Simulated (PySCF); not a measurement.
Species: C6H10NO (doublet state).
Structure used (GFN2-xTB), in Å, numbered top down from 1:
```
atom  x, y, z in Å
C1    -1.867    0.245   -1.319
C2    -1.975    0.779   -0.063
C3    -1.474    0.250    1.115
C4    -0.672   -0.989    1.227
C5     0.839   -0.678    1.194
O6     1.594   -1.015    2.077
N7     1.218   -0.019    0.084
C8     2.584    0.374   -0.161
H9    -2.305    0.739   -2.167
H10   -1.382   -0.696   -1.511
H11   -2.516    1.713    0.026
H12   -1.631    0.800    2.030
H13   -0.879   -1.679    0.408
H14   -0.864   -1.492    2.175
H15    0.515    0.268   -0.580
H16    2.955   -0.077   -1.083
H17    3.182    0.023    0.679
H18    2.668    1.460   -0.236
```

The hyperfine couplings belong to this conformer and change with its torsions.

As a line formula: `[CH2]/C=C\CC(=O)NC` [radical].

The calculation used PySCF 2.14.0, UKS B3LYP, pcH-1 on C H N O, non-relativistic, mean-field spin-orbit, GIAO. Geometry: GFN2-xTB, one conformer, isolated molecule. Couplings are sensitive to structure, and on GFN2-xTB geometries they can be far from those on DFT ones. Stability of the SCF solution: not tested. ⟨S²⟩ is 0.774 where a pure state has 0.75.

Question: Break the g tensor into its mass correction, gauge correction and orbital-Zeeman/spin–orbit terms.

Answer: 
```json
{"Δg (ppm)": "relativistic mass correction", "1": "-146", "2": "-146", "3": "-146"}
{"Δg (ppm)": "gauge correction", "1": "3", "2": "40", "3": "32"}
{"Δg (ppm)": "orbital Zeeman/spin–orbit", "1": "58", "2": "429", "3": "576"}
{"Δg (ppm)": "total", "1": "-85", "2": "323", "3": "463"}
```

So g = 2.00223, 2.00264, 2.00278 and g_iso = 2.00255; the tensor is rhombic: the two nearest values differ by 26 % of g3 − g1. Axes: g3 points within 3° of the C1–H9 bond.

Question: What effective moment and Curie constant follow for a powder?

Answer: With the mean of g² = 4.0102 and S(S+1) = 0.75: μ_eff = √(⟨g²⟩S(S+1)) = 1.734 μB and χT = 0.12505·⟨g²⟩·S(S+1) = 0.376 cm³ K/mol (cgs; spin-Hamiltonian part alone).

Question: What are the electron Larmor frequencies g μB B/h along the three axes at 350 mT?

Answer: 9.8083, 9.8103, 9.8110 GHz for g1, g2 and g3, a range of 2.7 MHz.

Question: In a frozen sample, at which fields do the three g values resonate at 9.5, 34, 94 and 263 GHz (hyperfine left aside), and which band first spreads them over more than twice a line width of 1.0 mT?

Answer: 
| band | GHz | B(g3) mT | B(g2) mT | B(g1) mT | spread mT |
| --- | --- | --- | --- | --- | --- |
| X | 9.5 | 338.91 | 338.93 | 339.00 | 0.09 |
| Q | 34.0 | 1212.92 | 1213.01 | 1213.26 | 0.33 |
| W | 94.0 | 3353.38 | 3353.61 | 3354.30 | 0.92 |
| J | 263.0 | 9382.33 | 9382.98 | 9384.89 | 2.56 |

The spread grows in proportion to the frequency. J band is the first where it exceeds 2.0 mT.

Largest spin populations (Mulliken): C3 (+0.67), C1 (+0.64) and C2 (-0.25). The angles at C3 add up to 359.9°, so it is planar; its axial dipolar tensor and the negative coupling of its proton fit spin in a p orbital normal to that plane.

The HOMO–LUMO gaps are 5.91 eV among the α and 4.25 eV among the β orbitals.
